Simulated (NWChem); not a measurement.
System: AlAsH$_{4}$; SMILES [AlH2][AsH2]

NWChem printed, in part:

```
             Northwest Computational Chemistry Package (NWChem) 7.3.0
             --------------------------------------------------------

 C1  symmetry detected

                             Geometry "geometry" -> ""
                             -------------------------

 Output coordinates in angstroms (scale by  1.889725989 to convert to a.u.)

  No.       Tag          Charge          X              Y              Z
 ---- ---------------- ---------- -------------- -------------- --------------
    1 Al                  13.0000    -0.01815578    -1.63329799     0.03461511
    2 As                  33.0000    -0.02691050     0.76557214     0.04161205
    3 H                    1.0000    -0.36427372     0.49485961    -1.42749977
    4 H                    1.0000     1.43096868     0.53973472    -0.31216424
    5 H                    1.0000     1.29754330    -2.46493367    -0.04149471
    6 H                    1.0000    -1.24016681    -2.60066749    -0.04203525

 Effective nuclear repulsion energy (a.u.)     142.5584411292

                                Z-matrix (autoz)
                                --------

 Units are Angstrom for bonds and degrees for angles

      Type          Name      I     J     K     L     M      Value
      ----------- --------  ----- ----- ----- ----- ----- ----------
    1 Stretch                  1     2                       2.39890
    2 Stretch                  1     5                       1.55836
    3 Stretch                  1     6                       1.56045
    4 Stretch                  2     3                       1.53147
    5 Stretch                  2     4                       1.51709
    6 Bend                     1     2     3                79.70252
    7 Bend                     1     2     4                81.19642
    8 Bend                     2     1     5               122.47149
    9 Bend                     2     1     6               128.11269
   10 Bend                     3     2     4                87.80371
   11 Bend                     5     1     6               109.14390
   12 Torsion                  3     2     1     5          99.76408
   13 Torsion                  3     2     1     6         -73.57564
   14 Torsion                  4     2     1     5          10.41022
   15 Torsion                  4     2     1     6        -162.92951

                           NWChem Geometry Optimization
                           ----------------------------

 maximum gradient threshold         (gmax) =   0.000450
 rms gradient threshold             (grms) =   0.000300
 maximum cartesian step threshold   (xmax) =   0.001800
 rms cartesian step threshold       (xrms) =   0.001200
 fixed trust radius                (trust) =   0.300000
 source of zmatrix                         =   autoz

          -------------------
          Energy Minimization
          -------------------

 Using diagonal initial Hessian
 Scaling for Hessian diagonals: bonds = 1.00  angles = 0.25  torsions = 0.10

          --------
          Step   0

                                 NWChem DFT Module
                                 -----------------

 Summary of "ao basis" -> "ao basis" (spherical)
 ------------------------------------------------------------------------------
       Tag                 Description            Shells   Functions and Types
 ---------------- ------------------------------  ------  ---------------------
 Al                         def2-svp                 8       18   4s3p1d
 As                         def2-svp                12       32   5s4p3d
 H                          def2-svp                 3        5   2s1p

[...]

      ----------------------
      Optimization converged
      ----------------------

  Step       Energy      Delta E   Gmax     Grms     Xrms     Xmax
  ---- ---------------- -------- -------- -------- -------- --------
@   11   -2479.95017518 -7.7D-08  0.00006  0.00002  0.00086  0.00163
                                     ok       ok       ok       ok

                                Z-matrix (autoz)
                                --------

 Units are Angstrom for bonds and degrees for angles

      Type          Name      I     J     K     L     M      Value     Gradient
      ----------- --------  ----- ----- ----- ----- ----- ---------- ----------
    1 Stretch                  1     2                       2.43121   -0.00006
    2 Stretch                  1     5                       1.59121   -0.00001
    3 Stretch                  1     6                       1.59120   -0.00002
    4 Stretch                  2     3                       1.52506   -0.00000
    5 Stretch                  2     4                       1.52523    0.00006
    6 Bend                     1     2     3                91.98383   -0.00000
    7 Bend                     1     2     4                91.99614   -0.00001
    8 Bend                     2     1     5               119.70445    0.00000
    9 Bend                     2     1     6               119.65338   -0.00002
   10 Bend                     3     2     4                93.70981   -0.00001
   11 Bend                     5     1     6               120.46762    0.00001
   12 Torsion                  3     2     1     5         139.24383   -0.00000
   13 Torsion                  3     2     1     6         -45.53446   -0.00000
   14 Torsion                  4     2     1     5          45.46022    0.00000
   15 Torsion                  4     2     1     6        -139.31807    0.00000

                         Geometry "geometry" -> "geometry"
                         ---------------------------------

 Output coordinates in angstroms (scale by  1.889725989 to convert to a.u.)

  No.       Tag          Charge          X              Y              Z
 ---- ---------------- ---------- -------------- -------------- --------------
    1 Al                  13.0000     0.06981299    -1.79371652    -0.00381195
    2 As                  33.0000     0.12825641     0.63570950     0.06857589
    3 H                    1.0000    -0.66769045     0.74631008    -1.22758495
    4 H                    1.0000     1.47796157     0.67753633    -0.64056725
    5 H                    1.0000     1.36719589    -2.62577691     0.39169955
    6 H                    1.0000    -1.29653125    -2.53879516    -0.33527811

 Effective nuclear repulsion energy (a.u.)     140.5962985760

                Final and change from initial internal coordinates
                --------------------------------------------------

                                Z-matrix (autoz)
                                --------

[...]

 Rotational Constants
 --------------------
 A=   1.989802 cm-1  (  2.862818 K)
 B=   0.126159 cm-1  (  0.181511 K)
 C=   0.122305 cm-1  (  0.175966 K)

 Temperature                      =   298.15K
 frequency scaling parameter      =   1.0000

 Zero-Point correction to Energy  =   17.939 kcal/mol  (  0.028587 au)
 Thermal correction to Energy     =   21.017 kcal/mol  (  0.033493 au)
 Thermal correction to Enthalpy   =   21.610 kcal/mol  (  0.034437 au)

 Total Entropy                    =   70.263 cal/mol-K
   - Translational                =   39.872 cal/mol-K (mol. weight = 105.9344)
   - Rotational                   =   23.468 cal/mol-K (symmetry #  =        1)
   - Vibrational                  =    6.923 cal/mol-K

 Cv (constant volume heat capacity) =   15.589 cal/mol-K
   - Translational                  =    2.979 cal/mol-K
   - Rotational                     =    2.979 cal/mol-K
   - Vibrational                    =    9.630 cal/mol-K

[normal modes left out]

 ----------------------------------------------------------------------------
 Normal Eigenvalue ||           Projected Infra Red Intensities
  Mode   [cm**-1]  || [atomic units] [(debye/angs)**2] [(KM/mol)] [arbitrary]
 ------ ---------- || -------------- ----------------- ---------- -----------
    1       -0.000 ||    0.001213           0.028         1.183       0.188
    2       -0.000 ||    0.000001           0.000         0.001       0.000
    3        0.000 ||    0.000032           0.001         0.031       0.005
    4        0.000 ||    0.000042           0.001         0.041       0.007
    5        0.000 ||    0.000085           0.002         0.083       0.013
    6        0.000 ||    0.000047           0.001         0.046       0.007
    7      171.081 ||    0.002537           0.059         2.474       0.394
    8      337.264 ||    0.007756           0.179         7.561       1.204
    9      355.392 ||    0.035360           0.816        34.470       5.490
   10      402.454 ||    0.048955           1.129        47.724       7.600
   11      608.309 ||    0.133127           3.071       129.779      20.668
   12      621.616 ||    0.007849           0.181         7.652       1.219
   13      773.680 ||    0.359669           8.298       350.623      55.839
   14      989.327 ||    0.030163           0.696        29.405       4.683
   15     1922.080 ||    0.163424           3.770       159.314      25.372
   16     1935.322 ||    0.229325           5.291       223.557      35.603
   17     2210.582 ||    0.060558           1.397        59.035       9.402
   18     2227.084 ||    0.079267           1.829        77.273      12.306
 ----------------------------------------------------------------------------
```

Level: PBE0/def2-SVP. 

**Question.** Write an input that gives this output.

**Answer.** This is not unique; one that fits is the input that was run:
```
start job
memory heap 200 mb stack 900 mb global 1100 mb
geometry units angstroms
  Al    -1.706094    -0.219724    -0.030324
  As     0.672906     0.088376    -0.018624
  H      0.539506    -1.051624     0.995276
  H      0.309106     1.047176     1.099376
  H     -2.672994     0.701476     0.772776
  H     -2.523294    -1.384324    -0.671324
end
basis spherical
  * library def2-svp
end
dft
  xc pbe0
  iterations 150
end
driver
  maxiter 120
end
task dft optimize
task dft freq
```
